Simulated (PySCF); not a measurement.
**Electronic absorption of C7H6FN**

Species: C₇H₆FN.
Numbering: `[H]/[N:1]=[CH:2]\[c:3]1[cH:4][cH:5][c:6]([F:7])[cH:8][cH:9]1` (hydrogens: H10 on N1; H11 on C2; H12 on C4; H13 on C5; H14 on C8; H15 on C9)

Geometry (GFN2-xTB, Å), atoms numbered from 1 in this order:
```xyz
15
C7H6FN angstrom
N      2.8967    1.1040   -0.1400
C      2.1611    0.0902   -0.2572
C      0.7056   -0.0337   -0.0976
C     -0.0971    1.0597    0.2302
C     -1.4627    0.9187    0.3736
C     -2.0252   -0.3322    0.1861
F     -3.3565   -0.4764    0.3246
C     -1.2595   -1.4386   -0.1395
C      0.1050   -1.2806   -0.2792
H      2.4160    1.9699    0.1013
H      2.6734   -0.8344   -0.5156
H      0.3470    2.0342    0.3749
H     -2.0920    1.7574    0.6257
H     -1.7343   -2.3972   -0.2768
H      0.7181   -2.1331   -0.5325
```

Method used: TDDFT PBE0/def2-SVPD, vertical, gas phase, core orbitals frozen in the response (PySCF 2.14.0, density-fitted response routines).

```
state  E (eV)  λ (nm)       f  symmetry  main configurations (H = HOMO, L = LUMO)
   S1    4.43   279.8  0.0020         –                               H-1→L (96%)
   S2    5.08   244.3   0.043        A′       H→L+1 (42%), H-2→L (35%), H→L (20%)
   S3    5.31   233.5   0.234        A′                    H→L (73%), H-2→L (16%)
   S4    5.71   217.1  0.0000         –                             H-1→L+1 (99%)
   S5    6.29   197.1   0.269        A′                  H→L+1 (46%), H-2→L (46%)
   S6    6.79   182.7   0.442        A′                             H-2→L+1 (82%)
```

Triplets (Tamm–Dancoff): T1 3.49 eV, H→L (88%); T2 3.76 eV, H-1→L (90%), H-1→L+3 (8%).

The lowest singlet comes at 280 nm (427 kJ/mol) in the ultraviolet; it is very weak; its leading configuration is HOMO-1→LUMO (96%). The most intense listed level is S6 at 6.79 eV (183 nm, f = 0.442), 2.36 eV above S1. It is the last of those listed, so stronger ones may follow. Löwdin shares by element: HOMO carbon 44% or more, nitrogen 15% (atoms not listed hold the other 41%); LUMO carbon 42% or more, nitrogen 18% (atoms not listed hold the other 40%). Of the 6 states listed, 4 reach f = 0.01 and 1 stays under 0.0005. The listed states span 2.36 eV, and the widest gap between neighbours is 0.65 eV (S1 to S2). Orbital energies (eV): HOMO-3 -9.76, HOMO-2 -8.16, HOMO-1 -7.66, HOMO -7.42, LUMO -1.63, LUMO+1 -0.93, LUMO+2 0.75. No computed singlet lies in the visible range (380 to 750 nm); the lowest, at 280 nm, stands 1.17 eV above its violet end (3.26 eV). Symmetry labels in Cs follow from the direction of the transition dipole and are given only for states with f of 0.002 or more. Singlets were solved by full linear response, triplets in the Tamm–Dancoff approximation.

One conformer stands for the species.
